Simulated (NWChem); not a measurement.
System: C2H8BNO; SMILES CCB(N)O

Parts of the log:

```
             Northwest Computational Chemistry Package (NWChem) 7.3.0
             --------------------------------------------------------

 C1  symmetry detected

                             Geometry "geometry" -> ""
                             -------------------------

 Output coordinates in angstroms (scale by  1.889725989 to convert to a.u.)

  No.       Tag          Charge          X              Y              Z
 ---- ---------------- ---------- -------------- -------------- --------------
    1 B                    5.0000     0.01209976     0.57491655    -0.07756320
    2 C                    6.0000    -0.64330893    -0.83350440    -0.38968965
    3 C                    6.0000     0.04958277    -2.01124508     0.29140549
    4 H                    1.0000    -0.59423067    -0.96785379    -1.48722912
    5 H                    1.0000    -1.71996110    -0.82562913    -0.14545079
    6 H                    1.0000    -0.02694725    -1.94464661     1.38891335
    7 H                    1.0000     1.12204963    -2.03252958     0.04553639
    8 H                    1.0000    -0.38332585    -2.97925055    -0.00782422
    9 O                    8.0000     1.38464202     0.64020295    -0.09046280
   10 H                    1.0000     1.73490452     1.51664882     0.09004103
   11 N                    7.0000    -0.78425013     1.71374484     0.18086053
   12 H                    1.0000    -0.42514958     2.64397234     0.35030716
   13 H                    1.0000    -1.79286679     1.66536526     0.20090584

 Effective nuclear repulsion energy (a.u.)     170.5692429470

                                 NWChem DFT Module
                                 -----------------

 Summary of "ao basis" -> "ao basis" (spherical)
 ------------------------------------------------------------------------------
       Tag                 Description            Shells   Functions and Types
 ---------------- ------------------------------  ------  ---------------------
 B                          def2-svp                 6       14   3s2p1d
 C                          def2-svp                 6       14   3s2p1d
 H                          def2-svp                 3        5   2s1p
 O                          def2-svp                 6       14   3s2p1d
 N                          def2-svp                 6       14   3s2p1d

            General Information
            -------------------
          SCF calculation type: DFT
          Wavefunction type:  closed shell.
          No. of atoms     :    13
          No. of electrons :    40
           Alpha electrons :    20
            Beta electrons :    20
          Charge           :     0
          Spin multiplicity:     1
          Use of symmetry is: off; symmetry adaption is: off
          Maximum number of iterations: 150
          AO basis - number of functions:   110
                     number of shells:    54
          Convergence on energy requested:  1.00D-06
          Convergence on density requested:  1.00D-05
          Convergence on gradient requested:  5.00D-04

              XC Information
              --------------
                         B3LYP Method XC Potential
                     Hartree-Fock (Exact) Exchange  0.200
                        Slater Exchange Functional  0.800 local
                    Becke 1988 Exchange Functional  0.720 non-local
              Lee-Yang-Parr Correlation Functional  0.810
                  VWN I RPA Correlation Functional  0.190 local

             Grid Information
             ----------------
          Grid used for XC integration:  medium
          Radial quadrature: Mura-Knowles
          Angular quadrature: Lebedev.
          Tag              B.-S. Rad. Rad. Pts. Rad. Cut. Ang. Pts.
          ---              ---------- --------- --------- ---------
          B                   0.85       49          10.0       434
          C                   0.70       49          12.0       434
          H                   0.35       45          13.0       434
          O                   0.60       49          11.0       434
          N                   0.65       49          12.0       434
          Grid pruning is: on
          Number of quadrature shells:   605
          Spatial weights used:  Erf1

      Superposition of Atomic Density Guess
      -------------------------------------

 Sum of atomic energies:        -232.68318325

      Non-variational initial energy
      ------------------------------

 Total energy =    -235.659622
 1-e energy   =    -651.355683
 2-e energy   =     245.126818
 HOMO         =      -0.371634
 LUMO         =       0.067229

     ---------------------------------------------
      Total Density - Mulliken Population Analysis
     ---------------------------------------------

    Atom       Charge   Shell Charges
 -----------   ------   -------------------------------------------------------
    1 B    5     4.69   1.99  0.85  0.12  1.27  0.30  0.16
    2 C    6     6.37   1.99  0.97  0.21  2.09  1.09  0.02
    3 C    6     6.27   1.99  0.95  0.21  2.04  1.06  0.03
    4 H    1     0.87   0.66  0.18  0.03
    5 H    1     0.88   0.67  0.19  0.03
    6 H    1     0.90   0.67  0.20  0.02
    7 H    1     0.90   0.67  0.20  0.02
    8 H    1     0.90   0.67  0.20  0.02
    9 O    8     8.54   1.99  1.11  0.57  3.08  1.78  0.01
   10 H    1     0.66   0.53  0.07  0.06
   11 N    7     7.50   1.99  1.02  0.37  2.60  1.52  0.01
   12 H    1     0.76   0.59  0.12  0.05
   13 H    1     0.75   0.59  0.12  0.05

[...]
```

Level: B3LYP/def2-SVP. Structure relaxed at the PBE0/def2-SVP level. No frequency run checked for a minimum. B3LYP is NWChem's, with the RPA form of VWN correlation.

Q: Which NWChem input produces such a log?

A: Several could match; the one computed here: the input that was run:
```
start job
memory heap 200 mb stack 900 mb global 1100 mb
geometry units angstroms noautoz
  B      0.010086     0.577501    -0.119386
  C     -0.723388    -0.814051    -0.309733
  C      0.048924    -2.009605     0.242759
  H     -0.869388    -0.947170    -1.398776
  H     -1.740570    -0.780780     0.118202
  H      0.166262    -1.943556     1.336690
  H      1.061379    -2.056177    -0.186025
  H     -0.452659    -2.966256     0.025466
  O      1.360590     0.609745    -0.371180
  H      1.757938     1.477110    -0.256222
  N     -0.701444     1.734614     0.271383
  H     -0.296025     2.655556     0.373803
  H     -1.692036     1.710493     0.466820
end
basis spherical
  * library def2-svp
end
dft
  xc b3lyp
  iterations 150
  mulliken
end
task dft energy
```
